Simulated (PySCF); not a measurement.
C2H6OSi (triplet state).
Geometry (GFN2-xTB, Å), atoms numbered from 1 in this order:
```
atom  x, y, z in Å
C1     1.8351    0.5247   -0.0674
O2     1.0847   -0.5859    0.3422
Si3   -0.3082   -1.1842   -0.2999
C4    -1.9434   -0.4104    0.3444
H5     2.0649    0.4731   -1.1348
H6     1.2942    1.4534    0.1341
H7     2.7654    0.5206    0.5015
H8    -2.0494    0.6130   -0.0061
H9    -1.9485   -0.4097    1.4307
H10   -2.7858   -0.9901   -0.0097
```

The hyperfine couplings belong to this conformer and change with its torsions.

The species is `CO[Si]C` [triplet].

Theory: UKS B3LYP, pcH-1 on C H O Si, non-relativistic, mean-field spin-orbit, GIAO (PySCF). One conformer (not necessarily the lowest) at the GFN2-xTB geometry, without solvent, vibrations or thermal averaging. This triplet need not be the ground state; the singlet was not compared here. Couplings are sensitive to structure, and on GFN2-xTB geometries they can be far from those on DFT ones, by a factor of two or more for some ions and for spin on atoms past the first row. The SCF solution wasn't tested for stability.

The isotropic 13C couplings are +66.8, +24.0 MHz. Assign them to C1; C4.

| site | a_iso (MHz) | ρ(0) (bohr⁻³) | position | distance from Si3 (Å) | spin population | largest \|T\| (MHz) |
| --- | --- | --- | --- | --- | --- | --- |
| C1 | +24.0 | +0.0427 | 2 bonds from Si3 | 2.75 | 0.00 | 3.4 |
| C4 | +66.8 | +0.1188 | 1 bond from Si3 | 1.92 | +0.15 | 19.0 |

The isotropic 1H couplings, averaged over equivalent nuclei, are +17.0, +2.0 MHz. Assign them to H5/H6/H7; H8/H9/H10.

```csv
site,a_iso (MHz),ρ(0) (bohr⁻³),position,distance from Si3 (Å),bound to,spin population there,largest |T| (MHz)
H5/H6/H7,+2.0,+0.0009,3 bonds from Si3,3.24,C1,0.00,4.0
H8/H9/H10,+17.0,+0.0076,"2 bonds from Si3, on C4 of spin population +0.15",2.51,C4,+0.15,7.7
```

ρ(0) is the spin density at the nucleus and T the dipolar tensor; a_iso includes a spin–orbit part; entries for several nuclei are means. The Mulliken spin populations are largest on Si3 (+1.71), C4 (+0.15) and O2 (+0.10).

Nuclei that the bonding pattern makes equivalent are averaged, as if the motion that swaps them (rotation, inversion, ring flip) were fast. The three 1H nuclei of mean +17.0 MHz run from -6.9 to 32.6 MHz in the frozen geometry.
